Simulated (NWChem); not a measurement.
**Basis-set convergence for H₂BI**

SMILES: BI
```xyz
4

B      0.0000     0.0000    -1.8555
H     -1.0603     0.0000    -2.4145
H      1.0603     0.0000    -2.4145
I      0.0000     0.0000     0.2662
```
Charge 0, spin multiplicity 1.

All runs are NWChem calculations. All single points use one geometry, from B3LYP/def2-SVP with def2 effective core potentials on I, a minimum by its harmonic frequencies.

Quantity: LUMO energy at the level PBE0.

Effective core potentials replace the inner electrons of I; spin-orbit coupling is left out. The structure started from a generated list of species.

```
basis       functions  LUMO energy (eV)
----------  ---------  ----------------
def2-SVP           50             -2.20
def2-SVPD          71             -2.29
def2-TZVP          93             -2.24
def2-TZVPP        109             -2.25
def2-TZVPD        114             -2.25
def2-QZVP         199             -2.25
```

Smallest basis within 0.1 eV of def2-QZVP, the largest set run: def2-SVP, with 50 functions against 199 (also within reach: def2-SVPD, def2-TZVP, def2-TZVPP, def2-TZVPD). def2-QZVP isn't the basis-set limit itself, and a small set can land close by cancellation.
